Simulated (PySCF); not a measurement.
AlBrH3N. Atoms are numbered in the order given.

```xyz
6

Al    -0.6040     1.0865     0.0000
H     -2.1292     1.4335     0.0000
Br     0.1000    -1.0696     0.0000
N      0.6313     2.3396     0.0000
H      1.6249     2.1701     0.0000
H      0.4389     3.3294     0.0000
```
Charge 0, spin multiplicity 1.

Coordinates come from a B3LYP-D3(BJ)/def2-TZVP optimisation. Other conformers were not sampled.

All values below come from KT2/pcSseg-2 in PySCF.

GIAO shieldings, no solvent; atoms alike by connectivity are averaged. δ = σ(ref) − σ: ¹H against TMS (σ = 31.47 ppm); ¹⁵N against NH3 (σ = 261.9 ppm), references at their B3LYP-D3(BJ)/def2-TZVP geometries, non-relativistic (without spin–orbit terms, shifts of atoms bonded to Cl or Br come out too high).

**Question.** Estimate the chemical shifts. (An estimate is asked for; the answer gives what the named calculation found.)

**Answer.** 
| nucleus | atoms | count | δ (ppm) |
|---|---|---|---|
| ¹H | H2 | 1 | 5.09 |
| ¹H | H5, H6 | 2 | 1.89 |
| ¹⁵N | N4 | 1 | 56.0 |
